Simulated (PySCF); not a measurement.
# Indirect couplings

Cartesian coordinates in Å; atom numbers follow the order of the lines, from 1:
```xyz
20

Br   -4.5030    3.4134   -1.2187
C    -2.9548    2.4055   -0.9619
C    -1.6725    2.8742   -0.9694
C    -0.7782    1.7382   -0.7285
C     0.5867    1.5576   -0.6223
C     1.0863    0.2486   -0.3738
C     0.2605   -0.8520   -0.2339
C    -1.1516   -0.6972   -0.3390
C    -2.1569   -1.6985   -0.2276
C    -3.4927   -1.3600   -0.3600
C    -3.9227   -0.0279   -0.6081
C    -2.9657    0.9575   -0.7190
C    -1.6065    0.5992   -0.5827
H    -1.3722    3.9090   -1.1273
H     1.2867    2.3908   -0.7243
H     2.1674    0.1128   -0.2908
H     0.6902   -1.8388   -0.0434
H    -1.8733   -2.7368   -0.0371
H    -4.2492   -2.1432   -0.2711
H    -4.9873    0.1983   -0.7063
```

Indirect spin–spin couplings were computed at B3LYP/pcJ-1 (pcSseg-1 on Br) (without the spin–dipole term) (PySCF) on a PBE0-D3(BJ)/def2-SVP structure, for the isolated molecule, without vibrational or relativistic corrections. Couplings are averaged over pairs made equivalent by symmetry, fast rotation or ring inversion, so a value needn't be that of the named pair in this geometry, while other rotamers aren't included; one pair stands for each set, and the list holds a selection of those of at least 1.5 Hz over up to four bonds, among pairs with at least one H atom (others weren't computed).

Isotopes: ¹³C, ¹H.

```
    pair  bonds  J (Hz)
 C3, H14      1       ?
 C5, H15      1   167.0
 C6, H16      1   166.4
 C7, H17      1       ?
 C9, H18      1       ?
C10, H19      1       ?
C11, H20      1   169.4
 C4, H14      2       ?
 C6, H15      2     2.5
 C8, H18      2     2.0
C10, H18      2     1.9
C10, H20      2     2.5
C11, H19      2     2.3
 C2, H20      3     5.2
 C4, H16      3     8.4
 C5, H17      3     9.0
 C7, H15      3       ?
 C9, H17      3       ?
 C9, H20      3     7.2
C12, H19      3     8.5
C13, H14      3       ?
C13, H15      3     7.4
C13, H17      3     6.6
H15, H16      3     7.8
 C4, H17      4    -1.7
C12, H18      4    -1.7
```

**Question.** Estimate the withheld couplings, with signs.

**Answer.** 
- ¹J(C3,H14) = 183.6 Hz (bond length 1.089 Å, sp2 carbon)
- ¹J(C7,H17) = 168.0 Hz (bond length 1.093 Å, sp2 carbon)
- ¹J(C9,H18) = 167.4 Hz (bond length 1.093 Å, sp2 carbon)
- ¹J(C10,H19) = 167.1 Hz (bond length 1.093 Å, sp2 carbon)
- ²J(C4,H14) = 5.7 Hz (angle at C3 126°)
- ³J(C7,H15) = 7.2 Hz (dihedral angle 180°)
- ³J(C9,H17) = 4.4 Hz (dihedral angle 0°)
- ³J(C13,H14) = 6.8 Hz (dihedral angle 180°)

Relativistic effects of the heavier atoms present are left out.
